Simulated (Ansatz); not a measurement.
Input for Ansatz (a quantum-chemistry and plane-wave program): U-B3LYP/def2-TZVPP on PN+, 2S+1 = 2, a spin state set in the input, which need not be the lowest, a point of a bond scan (R = 1.476 Å). Charge +1.

Ansatz 0.2 input:
```yaml
crystal:
  periodic: [false, false, false]
  atoms:
    - {symbol: N, position_ang: [0.00000000, 0.00000000, 0.00000000]}
    - {symbol: P, position_ang: [0.00000000, 0.00000000, 1.47632400]}
basis:
  gaussian:
    orbitals: def2-TZVPP
    pivot_positions_ang: [[0.00000000, 0.00000000, 0.00000000], [0.00000000, 0.00000000, 1.47632400]]
hamiltonian:
  xc: {name: B3LYP}
total_charge: 1
magnetization: {spin_polarized: true, initial_magnetization: 1}
output: {forces: true, orbitals: {seedname: ./end}}
```

Output:

```
WARN ansatz: RAYON_NUM_THREADS=2 ignored (pool sized by the plan → 2); use --threads N
Functional definition: B3LYP
integrals: 0.01 GiB planned
452 factors; their error is unknown
mean field: 0.20 GiB planned
mean field evaluation 1: about -10734.1351 eV, gradient 8.5e1 eV
mean field evaluation 2: about -10590.8828 eV, gradient 1.4e2 eV
mean field evaluation 4: about -10766.6709 eV, gradient 8.1e0 eV
mean field evaluation 8: about -10767.0245 eV, gradient 2.4e-1 eV
mean field evaluation 16: about -10767.0337 eV, gradient 7.6e-4 eV
mean field -10767.03372521 eV, -395.6811912440 hartree, gradient 9.3e-6 eV, S^2 0.779342; 1 other end points of the search recorded, 0 dependent functions left out
the calculation of the forces begins
reference -10767.03389079 eV, -395.6811973289 hartree; 11, 10 occupied and 62, 63 virtual orbitals, 452 factors
Total energy: -10767.03389079 eV, -395.6811973289 hartree
Atom 0 at     0.000000     0.000000     0.000000 Å, force     0.000000    -0.000000     0.107679 eV/Å
Atom 1 at     0.000000     0.000000     1.476324 Å, force    -0.000000     0.000000    -0.107679 eV/Å
Dipole moment:    -0.000000    -0.000000     0.428864 e Å
```

Self-consistency was reached.

Cost: about 4 core-seconds (a rough figure).
